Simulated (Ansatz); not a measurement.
Reaction (redistribution): `[Cl][In]([Cl])[I]` + `C[SiH]1CS1` → `[Cl][InH][I]` + `C[Si]1(Cl)CS1`

Isolated molecules relaxed with PBE0-D4/def2-TZVP in Ansatz; ΔE leaves out vibrations. CBS: MP2 limit from def2 TZ/QZ plus the TZ coupled-cluster correction, frozen cores. Functionals use def2-TZVPP. def2 core potentials past Kr. For I, In outer-core shells are correlated without core-valence functions, which leaves a few kJ/mol of doubt a bond.

Q: Is it downhill or uphill in electronic energy at CCSD(T)/CBS, and by how much? (An estimate is asked.)

A: Computed: Uphill: ΔE = +1.1 kcal/mol.

Q: What do these levels give: r2SCAN-D4, MP2/def2-TZVPP, CCSD/def2-TZVPP, HF/def2-QZVPP, MP2/def2-QZVPP, MP2/CBS(def2)? (Estimate.)

A: Ansatz gave: r2SCAN-D4 -0.4, MP2/def2-TZVPP 0.3, CCSD/def2-TZVPP 1.0, HF/def2-QZVPP 3.5, MP2/def2-QZVPP 0.6, MP2/CBS(def2) 0.8 kcal/mol.

Largest T1 diagnostic among the species: 0.012.

In def2-TZVPP, CCSD(T) changes the Hartree–Fock value by −2.7 kcal/mol (the triples alone add −0.2 kcal/mol) and MP2 by −3.1 kcal/mol. The D4 term adds −0.9 kcal/mol with B3LYP and −0.5 kcal/mol with PBE0; it sums over pairs of atoms, weighted by their polarisabilities, and B3LYP, whose exchange is more repulsive, gets the larger term.

B3LYP here is the variant with VWN-RPA as its local correlation; programs differ in this.
